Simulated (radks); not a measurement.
The nuclear charge of neutral phosphorus is varied continuously with 15 electrons held in [Ne] 3s2 3p3. All-electron calculation, non-relativistic Kohn-Sham, PBE, spin-polarised, spherical densities, point nucleus; open shells are filled with parallel spins first. Program: a radial shooting solver on a logarithmic mesh with Libxc functionals. By the Hellmann-Feynman theorem dE/dZ = E(electron-nucleus)/Z, the electronic potential at the nucleus.

| Z | E (hartree) | E(electron-nucleus)/Z (hartree) | HOMO | e(HOMO) (eV) | <r> HOMO (bohr) |
|---|---|---|---|---|---|
| 14.75 | -327.72342 | -52.9902 | 3p | -3.994 | 2.493 |
| 15 | -341.11568 | -54.1474 | 3p | -6.294 | 2.327 |
| 15.25 | -354.79691 | -55.3021 | 3p | -8.848 | 2.188 |
| 15.5 | -368.76657 | -56.4549 | 3p | -11.642 | 2.069 |
| 15.75 | -383.02422 | -57.6061 | 3p | -14.669 | 1.965 |
| 16 | -397.56951 | -58.7560 | 3p | -17.921 | 1.873 |

The central difference of E at Z = 15 is -54.147 hartree, to compare with the third column; the second derivative is -4.62 hartree.
